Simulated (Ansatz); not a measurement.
C4H8Si2, SMILES [SiH3]C1=CC=C[SiH2]1.

Geometry: r2SCAN-D4/def2-SVP. The structure was generated by enumeration, and PubChem lists no compound with its InChIKey, so it may never have been made.

Two levels are set side by side: PBE/def2-SVPD (Ansatz, a program for electronic structure) and ωB97X-V/def2-SVPD (Ansatz). Energy differences of separate SCF runs at the same geometry; the states with an electron removed or added have multiplicity 2 and 2. Differences are taken from unrounded values.

| quantity | PBE |
|---|---|
| vertical ionisation energy (eV) | 8.67 |
| vertical singlet–triplet gap (eV) | 2.63 |

Task: These are the PBE values. What does ωB97X-V give? (Estimate from the structure and the level; the computed values follow.)

Result: 
```json
[
 {"quantity": "vertical ionisation energy (eV)", "ωB97X-V": "8.84", "PBE minus ωB97X-V": "-0.17"},
 {"quantity": "vertical singlet–triplet gap (eV)", "ωB97X-V": "2.85", "PBE minus ωB97X-V": "-0.21"}
]
```
